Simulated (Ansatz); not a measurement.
Geometry optimisation, Ansatz, RKS BLYP/6-31G.

Input:

```yaml
crystal:
  periodic: [false, false, false]
  atoms:
    - { symbol: Si, position_ang: [-0.4186, -0.0913, 0.3575] }
    - { symbol: S, position_ang: [1.9697, -0.3616, -0.4124] }
    - { symbol: "N", position_ang: [-0.712, -0.4256, -1.2573] }
    - { symbol: H, position_ang: [0.5799, -0.6626, -1.511] }
    - { symbol: O, position_ang: [-0.5416, 1.4299, 0.8966] }
    - { symbol: O, position_ang: [-0.6667, -1.0561, 1.615] }
    - { symbol: H, position_ang: [2.071, 0.874, -0.8791] }
    - { symbol: H, position_ang: [-1.3729, -1.0995, -1.6059] }
    - { symbol: H, position_ang: [-0.4526, 2.1637, 0.2931] }
    - { symbol: H, position_ang: [-0.4563, -0.7709, 2.5036] }
basis:
  gaussian: { orbitals: "6-31G" }
hamiltonian:
  xc: blyp
relax:
  f_tol: 0.15
  max_steps: 25
  restrain:
    - { distance: [3, 1], at: 1.36, k: 30.0 }
    - { distance: [0, 1], at: 3.46, k: 30.0 }
    - { distance: [3, 2], at: 2.32, k: 30.0 }
```

Launched with:

```bash
$ ansatz run input.yaml --threads 1 --pin off --max-ram 2048MiB --backend cpu --events-out ev --progress --plain --runs-dir out
```

Question: Where does it end, and by what steps?

Answer: It converged. The restraints hold the end off the free minimum. Limits of this set-up: no polarisation functions. After 10 steps the energy has risen by 0.082 eV (the restraints' own energy left out); H7 moved furthest, 0.69 Å. Parted: Si1–S2. Joined: S2–H4.

```
step  energy less start (eV)  largest force component (eV/Å)  accepted
   0                  0.0000                           2.943       yes
   1                  0.6413                           3.665       yes
   2                  0.5436                           3.438       yes
   3                  0.2715                           0.890       yes
   4                  0.1332                           0.484       yes
   5                  0.1000                           0.289       yes
   6                  0.1225                           0.556        no
   7                  0.0894                           0.454       yes
   8                  0.0854                           0.525       yes
   9                  0.0821                           0.507       yes
  10                  0.0818                           0.559       yes
```

```xyz
10
Properties=species:S:1:pos:R:3
Si -0.874 -0.155 0.435
S 2.330 -0.366 -0.864
N -1.111 -0.423 -1.187
H 1.168 -0.389 -1.605
O -0.509 1.421 1.022
O -0.995 -1.135 1.844
H 2.668 0.944 -1.210
H -1.459 -1.322 -1.549
H -0.458 2.176 0.393
H -0.761 -0.750 2.722
```

Whether the end is a true minimum wasn't checked by a vibrational analysis.

The run took 62 s on 1 thread of AMD EPYC 7R43 64-Core Processor (Zen 3), on a shared host, peak memory 0.17 GiB.
